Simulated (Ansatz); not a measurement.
Consider the substitution at a C–Se bond: `C[Se]C(F)(F)F` + `C[NH][GeH3]` → `C[N](C)[GeH3]` + `FC(F)(F)[SeH]`.

Isolated molecules relaxed with PBE0-D4/def2-TZVP in Ansatz; ΔE leaves out vibrations. CBS: MP2 limit from def2 TZ/QZ plus the TZ coupled-cluster correction, frozen cores. DFT in def2-TZVPP. B3LYP here is the variant with VWN-RPA as its local correlation; programs differ in this. For Ge, Se outer-core shells are correlated without core-valence functions, which leaves a few kJ/mol of doubt a bond. Scalar relativity is left out up to krypton. One conformer a species, not always the lowest.

`C[Se]C(F)(F)F`:

```xyz
9

C     0.723    0.508   -1.176
Se    1.102   -0.710    0.288
C    -0.643   -0.520    1.142
F    -0.898    0.738    1.514
F    -0.670   -1.285    2.232
F    -1.647   -0.896    0.347
H     1.624    0.525   -1.788
H     0.522    1.505   -0.792
H    -0.112    0.136   -1.766
```

`C[NH][GeH3]`:

Cartesian coordinates in Å:
```
C 0.091 -0.913 1.062
N 0.151 -0.650 -0.363
Ge -0.007 1.092 -0.928
H 0.354 -1.955 1.265
H -0.886 -0.715 1.526
H 0.829 -0.293 1.578
H -0.440 -1.283 -0.884
H 0.021 1.076 -2.464
H 1.193 1.861 -0.352
H -1.307 1.779 -0.440
```

`C[N](C)[GeH3]`:

Cartesian coordinates in Å:
```
C 1.185 -0.852 -0.204
N -0.136 -0.272 -0.249
C -0.239 0.793 -1.219
Ge -0.979 -0.006 1.364
H 1.973 -0.133 0.080
H 1.451 -1.252 -1.189
H 1.215 -1.681 0.507
H 0.008 0.413 -2.217
H 0.435 1.642 -1.015
H -1.262 1.178 -1.258
H -0.917 -1.337 2.129
H -2.426 0.406 1.053
H -0.309 1.101 2.218
```

`FC(F)(F)[SeH]`:

Cartesian coordinates in Å:
```
F -0.623 0.691 1.443
C -0.087 0.398 0.260
F 1.157 0.870 0.238
F -0.772 1.047 -0.679
Se -0.156 -1.547 0.029
H 0.481 -1.459 -1.290
```

```json
{"level": "PBE-D4", "ΔE (kcal/mol)": "7.7", "difference from CCSD(T)/CBS": "-0.6"}
{"level": "B97M-V", "ΔE (kcal/mol)": "7.5", "difference from CCSD(T)/CBS": "-0.8"}
{"level": "B3LYP-D4", "ΔE (kcal/mol)": "7.7", "difference from CCSD(T)/CBS": "-0.6"}
{"level": "r2SCANh-D4", "ΔE (kcal/mol)": "8.1", "difference from CCSD(T)/CBS": "-0.2"}
{"level": "BHLYP-D4", "ΔE (kcal/mol)": "7.8", "difference from CCSD(T)/CBS": "-0.5"}
{"level": "revPBE", "ΔE (kcal/mol)": "9.0", "difference from CCSD(T)/CBS": "0.7"}
{"level": "BLYP", "ΔE (kcal/mol)": "8.6", "difference from CCSD(T)/CBS": "0.3"}
{"level": "PBE0", "ΔE (kcal/mol)": "8.2", "difference from CCSD(T)/CBS": "-0.1"}
{"level": "r2SCANh", "ΔE (kcal/mol)": "8.2", "difference from CCSD(T)/CBS": "-0.1"}
{"level": "HF/def2-SVP", "ΔE (kcal/mol)": "5.2", "difference from CCSD(T)/CBS": "-3.1"}
{"level": "CCSD(T)/def2-SVP", "ΔE (kcal/mol)": "3.1", "difference from CCSD(T)/CBS": "-5.2"}
{"level": "SCS-MP2/def2-TZVPP", "ΔE (kcal/mol)": "8.3", "difference from CCSD(T)/CBS": "0.0"}
{"level": "HF/def2-QZVPP", "ΔE (kcal/mol)": "8.4", "difference from CCSD(T)/CBS": "0.1"}
{"level": "MP2/def2-QZVPP", "ΔE (kcal/mol)": "8.6", "difference from CCSD(T)/CBS": "0.3"}
{"level": "SCS-MP2/def2-QZVPP", "ΔE (kcal/mol)": "8.5", "difference from CCSD(T)/CBS": "0.2"}
{"level": "HF/CBS(def2)", "ΔE (kcal/mol)": "8.4", "difference from CCSD(T)/CBS": "0.1"}
{"level": "CCSD(T)/CBS", "ΔE (kcal/mol)": "8.3", "difference from CCSD(T)/CBS": "0"}
```

Largest T1 diagnostic among the species: 0.011.

At CCSD(T), def2-SVP lies −5.2 kcal/mol from the extrapolated value and def2-TZVPP −0.4 kcal/mol. Leaving LDA and LC-ωPBE aside and taking each functional with its dispersion term where it has one, the values, not all of them listed here, spread over 1.1 kcal/mol, from CAM-B3LYP-D4 to B2PLYP. LDA lies −2.8 kcal/mol from PBE without D4.
